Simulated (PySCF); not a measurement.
A series of related molecules.

All values: PBE0/pcSseg-1 (PySCF) at GFN2-xTB geometries, gas phase, one conformer each.

**Question.** Rank by HOMO–LUMO gap, lowest first.
A. `O=C1C[SiH](/C([SiH3])=C/[SiH3])C1`
B. `O=C1CC(/C([SiH3])=C/[SiH3])C1`
C. `O=C1C[C@@H]2C([SiH3])=C([SiH3])[C@H]12`
D. `C1(=S)CC(/C([SiH3])=C\[SiH3])C1`
E. `O=C1C=C(/C([SiH3])=C\[SiH3])C1`
F. `O=C1C[C@H](/C([SiH3])=C\[SiH3])[SiH2]1`

**Answer.** D (4.27 eV), E (4.87 eV), F (5.17 eV), A (5.45 eV), C (5.58 eV), B (6.21 eV).

**Question.** Rank by the lowest Hirshfeld charge on any atom, lowest value first.
A. `O=C1C[C@H](/C([SiH3])=C\[SiH3])[SiH2]1`
B. `[SiH3]/C=C(/[SiH3])C1CC(=S)C1`
C. `O=C1CC(/C([SiH3])=C/[SiH3])C1`

**Answer.** C (-0.239 e), A (-0.223 e), B (-0.141 e).

**Question.** Rank by the lowest IAO charge on any atom, lowest value first.
A. `[SiH3]/C=C(/[SiH3])C1CC(=O)C=1`
B. `O=C1CC(/C([SiH3])=C\O[SiH3])C1`
C. `O=C1C[SiH](/C([SiH3])=C/[SiH3])C1`
D. `O=C1C[C@H](/C([SiH3])=C\[SiH3])[SiH2]1`
E. `O=C1CC(/C([SiH3])=C/[SiH3])C1`

**Answer.** C (-0.608 e), B (-0.587 e), D (-0.445 e), E (-0.425 e), A (-0.396 e).

All values together:

| SMILES | change | formula | μ (D) | HOMO (eV) | LUMO (eV) | lowest IAO charge (e) | highest IAO charge (e) | lowest Hirshfeld charge (e) | highest Hirshfeld charge (e) |
| --- | --- | --- | --- | --- | --- | --- | --- | --- | --- |
| O=C1CC(/C([SiH3])=C/[SiH3])C1 | parent | C6H12OSi2 | 2.42 | -7.30 | -1.09 | -0.425 (C) | +0.592 (Si) | -0.239 (O) | +0.307 (Si) |
| C/C=C(\[SiH3])C1CC(=O)C1 | Si replaced by C | C7H12OSi | 3.21 | -7.16 | -0.61 | -0.422 (C) | +0.565 (Si) | -0.242 (O) | +0.300 (Si) |
| O=C1C=C(/C([SiH3])=C\[SiH3])C1 | C-C bond made double | C6H10OSi2 | 3.94 | -7.28 | -2.41 | -0.396 (O) | +0.601 (Si) | -0.247 (O) | +0.317 (Si) |
| O=C1CC(/C([SiH3])=C\O[SiH3])C1 | O inserted into a C-Si bond | C6H12O2Si2 | 4.42 | -6.81 | -0.62 | -0.587 (O) | +0.880 (Si) | -0.242 (O) | +0.402 (Si) |
| O=C1C[C@@H]2C([SiH3])=C([SiH3])[C@H]12 | ring closed by a new C-C bond | C6H10OSi2 | 2.70 | -6.94 | -1.36 | -0.385 (O) | +0.591 (Si) | -0.238 (O) | +0.313 (Si) |
| O=C1C[C@H](/C([SiH3])=C\[SiH3])[SiH2]1 | C replaced by Si | C5H12OSi3 | 2.07 | -6.80 | -1.63 | -0.445 (C) | +0.644 (Si) | -0.223 (O) | +0.341 (Si) |
| [SiH3]/C=C(/[SiH3])C1CC(=S)C1 | O replaced by S | C6H12SSi2 | 2.31 | -6.44 | -2.17 | -0.424 (C) | +0.581 (Si) | -0.141 (C) | +0.307 (Si) |
| O=C1C[SiH](/C([SiH3])=C/[SiH3])C1 | C replaced by Si | C5H12OSi3 | 3.44 | -7.06 | -1.61 | -0.608 (C) | +0.867 (Si) | -0.243 (O) | +0.362 (Si) |

Conformers: `[O:1]=[C:2]1[CH2:3][CH:4](/[C:5]([SiH3:6])=[CH:7]/[SiH3:8])[CH2:9]1` with C3–C4–C5–Si6 47°, O1–C2–C3–C4 169°, C2–C3–C4–C5 131°, C3–C4–C9–C2 -8°, O1–C2–C9–C4 -169°; `[CH3:1]/[CH:2]=[C:3](\[SiH3:4])[CH:5]1[CH2:6][C:7](=[O:8])[CH2:9]1` with C2–C3–C5–C6 -27°, C3–C5–C6–C7 -130°, C5–C6–C7–O8 -168°, C6–C7–C9–C5 -10°, C3–C5–C9–C7 132°; `[O:1]=[C:2]1[CH:3]=[C:4](/[C:5]([SiH3:6])=[CH:7]\[SiH3:8])[CH2:9]1` with C3–C4–C5–Si6 -145°; `[O:1]=[C:2]1[CH2:3][CH:4](/[C:5]([SiH3:6])=[CH:7]\[O:8][SiH3:9])[CH2:10]1` with C3–C4–C5–Si6 63°, C5–C7–O8–Si9 -168°; `[O:1]=[C:2]1[CH2:3][C@H:4](/[C:5]([SiH3:6])=[CH:7]\[SiH3:8])[SiH2:9]1` with C3–C4–C5–Si6 -32°; `[SiH3:1]/[CH:2]=[C:3](/[SiH3:4])[CH:5]1[CH2:6][C:7](=[S:8])[CH2:9]1` with C2–C3–C5–C6 144°; `[O:1]=[C:2]1[CH2:3][SiH:4](/[C:5]([SiH3:6])=[CH:7]/[SiH3:8])[CH2:9]1` with C3–Si4–C5–Si6 75°, O1–C2–C3–Si4 156°, C2–C3–Si4–C5 130°, C3–Si4–C9–C2 -14°, O1–C2–C9–Si4 -156°.

**Question.** Give the shifts from the parent, `O=C1CC(/C([SiH3])=C/[SiH3])C1`.

**Answer.** 
| SMILES | change in μ (D) | change in HOMO (eV) | change in LUMO (eV) |
| --- | --- | --- | --- |
| C/C=C(\[SiH3])C1CC(=O)C1 | +0.79 | +0.14 | +0.48 |
| O=C1C=C(/C([SiH3])=C\[SiH3])C1 | +1.52 | +0.02 | -1.32 |
| O=C1CC(/C([SiH3])=C\O[SiH3])C1 | +2.00 | +0.49 | +0.47 |
| O=C1C[C@@H]2C([SiH3])=C([SiH3])[C@H]12 | +0.28 | +0.36 | -0.27 |
| O=C1C[C@H](/C([SiH3])=C\[SiH3])[SiH2]1 | -0.35 | +0.50 | -0.54 |
| [SiH3]/C=C(/[SiH3])C1CC(=S)C1 | -0.11 | +0.86 | -1.08 |
| O=C1C[SiH](/C([SiH3])=C/[SiH3])C1 | +1.02 | +0.24 | -0.52 |
